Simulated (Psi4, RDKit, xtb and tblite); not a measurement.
Internal rotation in SMILES S[SiH2]O. Scanned: dihedral H4–O1–Si2–S3 and dihedral O1–Si2–S3–H7; all other coordinates were relaxed at GFN2-xTB. Points at φ and −φ are mirror images. Heavy atoms are numbered in the order of the SMILES O[SiH2]S, hydrogens after them in the order of the atoms that carry them; the mirror image has the same energies with the sign of each dihedral reversed.

Levels of theory: GFN2-xTB (xtb and tblite); MMFF94 // GFN2-xTB (RDKit); PBE/def2-SVP // GFN2-xTB (Psi4); PBE-D3(BJ)/def2-SVP // GFN2-xTB (Psi4); UFF // GFN2-xTB (RDKit).

Energies in kJ/mol at chosen points (x: dihedral H4–O1–Si2–S3 (°); y: dihedral O1–Si2–S3–H7 (°)), relative to x = 0, y = 180:

```csv
method,"(-120, 120)","(120, -120)","(-90, -60)","(-120, -120)","(0, 120)","(-60, -120)","(180, 180)"
GFN2-xTB,11.7,11.7,5.2,11.1,4.4,5.1,6.9
MMFF94,13.8,13.8,9.4,11.1,5.2,9.8,12.4
PBE/def2-SVP,-3.0,-3.0,-13.7,-4.5,-7.1,-5.9,-0.2
PBE-D3(BJ)/def2-SVP,-2.7,-2.7,-13.5,-4.2,-7.1,-5.7,0.1
UFF,10.5,10.5,6.6,9.2,4.0,8.2,4.1
```

MMFF94 has few fitted parameters for silicon.
